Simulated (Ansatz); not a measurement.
Species: PN, net charge 1, doublet state. 
Coordinates optimised at B3LYP-D3(BJ)/def2-TZVP (Ansatz, a program for electronic structure):
```
N
P 1 1.4748
```
Charge +1, spin multiplicity 2.

Basis-set convergence of Hartree-Fock and CCSD(T) correlation energies (hartree) with Ansatz. Correlated levels leave the core frozen unless marked. UHF or UKS for open shells. No spin-orbit coupling. No relativistic terms.

The UHF reference is spin-contaminated (<S^2> 0.65 over the pure value in the largest basis). The T1 diagnostic of CCSD in the largest basis is 0.092, which is high, so the coupled-cluster rows are less sure than usual.

```tsv
basis	functions	E(HF)	E(corr, CCSD(T))
cc-pV(D+d)Z	37	-394.77861	-0.25877
cc-pV(T+d)Z	69	-394.80805	-0.30812
cc-pV(Q+d)Z	119	-394.81529	-0.32436
cc-pV(5+d)Z	191	-394.81682	-0.33043
```

Extrapolating the two largest sets (X = 4 and 5) as X^-3: E(corr) = (125·(-0.33043) - 64·(-0.32436))/61 = -0.3368 Eh, an estimate of the basis-set limit. The largest set recovers 98.1 % of it, the smallest 76.8 %.
